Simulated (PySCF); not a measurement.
**Which element holds Cl most strongly?**

r²SCAN in PySCF with def2-TZVPP on every atom (core potentials on Mo, Ru, In), for the lowest determinant that a PBE0 search found; no spin–orbit coupling. D0 is De less the harmonic zero-point energy.

```
 M  state (unpaired electrons)  Re (Å)  ωe (cm⁻¹)  D0(MCl) (eV)
Zn               doublet (σ ↑)   2.146        380          2.47
Cu      singlet (closed shell)   2.053        414          3.77
Mo    sextet (σ ↑, π ↑↑, δ ↑↑)   2.281        383          3.81
Ru         quartet (π ↑↑, δ ↑)   2.192        378          3.68
In      singlet (closed shell)   2.412        316          4.65
Ge               doublet (π ↑)   2.172        407          4.21
Al      singlet (closed shell)   2.145        477          5.20
```

Q: Order the elements by D0 and give the energy of InCl + Zn → ZnCl + In.

A: Al > In > Ge > Mo > Cu > Ru > Zn; ΔE = 4.65 − 2.47 = +2.18 eV at r²SCAN/def2-TZVPP. Close neighbours can swap at other levels.

The metal atom is held in its measured ground configuration; semilocal functionals can put another filling of s and d lower by some tenths of an eV, and De to that atom would be smaller. Spin–orbit coupling is left out, which matters for elements this heavy, above all for dissociation energies. States were picked by a PBE0 search and need not be the measured ground states.
